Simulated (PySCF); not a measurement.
Cl$_{2}$Mn (SMILES [Cl][Mn][Cl]), sextet, at a GFN2-xTB geometry (such geometries of metal compounds can be far from the true shape). Base run: PBE0/STO-3G in PySCF.

Geometry (Å):
```xyz
3

Mn     0.0000     0.0000     0.0000
Cl     0.0000     0.0000     1.9761
Cl     0.0000     0.0000    -1.9761
```
Charge 0, spin multiplicity 6.
Orbitals are unrestricted.
All else is at PySCF's defaults.
Base energy -2048.74050 Eh.

Each row names what was changed in the base input (with any setting that the change needs).

```csv
change,ΔE vs base (µEh),grid points,electrons on the grid
base,0.0,58664,59.00001
"grids.atom_grid = (150, 974)",7.3,219216,59.00000
"grids.atom_grid = (30, 110)",-699,7272,59.00012
grids.prune = dft.gen_grid.treutler_prune,-12.5,57552,59.00001
grids.prune = off,-0.5,108504,59.00001
"grids.atom_grid = (99, 590)",8.5,88440,59.00000
grids.radi_method = delley,0.3,58928,59.00001
grids.level = 5,6.9,131376,59.00000
"grids.atom_grid = (75, 302)",10.4,40560,58.99999
grids.becke_scheme = stratmann,8.1,58664,59.00000
grids.level = 1,68.9,20088,58.99999
```

Open shells are given as the SCF converged; they aren't shown to be the lowest states, and a large step between rows can be another state.
